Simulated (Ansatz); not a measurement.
The molecule SbO, multiplicity 4 (an upper state: multiplicity 2 came lower at CCSD(T)/def2-TZVPP on PBE0 minima). No spin–orbit coupling.

Constants: fifth-degree fit in 1/R to seven points, most abundant isotopes. Runs in def2 and cc sets follow the lowest solution found near the PBE0 minimum.

Correlated levels freeze the inner cores; with def2 sets outer-core shells near the valence are correlated too.

Run with Ansatz (Gaussian basis) for Hartree–Fock, density functionals and correlated methods.  In def2 rows elements past Kr take small-core potentials, without spin–orbit coupling.

| level | r_e (Å) | ω_e (cm⁻¹) | ω_e x_e (cm⁻¹) | dipole (D) |
|---|---|---|---|---|
| PBE/def2-TZVPP | 2.069 | … | 2.6 | 1.92 |
| PBE0/def2-TZVPP | 2.034 | 578 | 2.6 | 2.03 |
| wB97X-V/def2-TZVPP | 2.029 | 591 | 2.5 | 2.11 |
| CCSD/def2-TZVPP | 2.027 | 587 | 2.8 | - |
| CCSD(T)/def2-TZVPP | … | … | 2.8 | - |

### Question
Fill in the missing entries.

### Answer

- CCSD(T)/def2-TZVPP, r_e (Å): 2.038
- CCSD(T)/def2-TZVPP, ω_e (cm⁻¹): 570
- PBE/def2-TZVPP, ω_e (cm⁻¹): 538

Ansatz is an electronic-structure program.
